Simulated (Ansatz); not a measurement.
Reaction R1 + R2 → P1, each structure at its B3LYP-D3(BJ)/def2-SVP stationary point, reached from a drawn start (curvature not checked).
R1: C2F5 (SMILES F[C](F)C(F)(F)F), charge 0, multiplicity 2.
R2: CF3 (SMILES F[C](F)F), charge 0, multiplicity 2.
P1: C3F8 (SMILES FC(F)(F)C(F)(F)C(F)(F)F), charge 0, multiplicity 1.

P less R. No zero-point or thermal terms; singlets are restricted closed shells; open shells are unrestricted.

Frozen-core correlation throughout.

Run with Ansatz (a first-principles code). No computed number here is a measurement.

Total energies in hartree:

| structure | PBE/def2-TZVPP | PBE0/def2-TZVPP | CCSD(T)/cc-pVDZ |
|---|---|---|---|
| R1 | -575.065926 | -575.061324 | -574.106121 |
| R2 | -337.396553 | -337.392816 | -336.834122 |
| P1 | -912.598004 | -912.592790 | -911.091949 |

Work out the reaction energy at each level in kJ/mol (1 hartree = 2625.49964 kJ/mol), and say how far PBE/def2-TZVPP lies from CCSD(T)/cc-pVDZ.


- PBE/def2-TZVPP: (-912.598004) − (-575.065926) − (-337.396553) = -0.135525 hartree = -355.8 kJ/mol
- PBE0/def2-TZVPP: (-912.592790) − (-575.061324) − (-337.392816) = -0.138650 hartree = -364.0 kJ/mol
- CCSD(T)/cc-pVDZ: (-911.091949) − (-574.106121) − (-336.834122) = -0.151706 hartree = -398.3 kJ/mol
PBE/def2-TZVPP less CCSD(T)/cc-pVDZ: 42.5 kJ/mol. CCSD(T)/cc-pVDZ is the level counted from, the highest shown, and no exact or measured value.
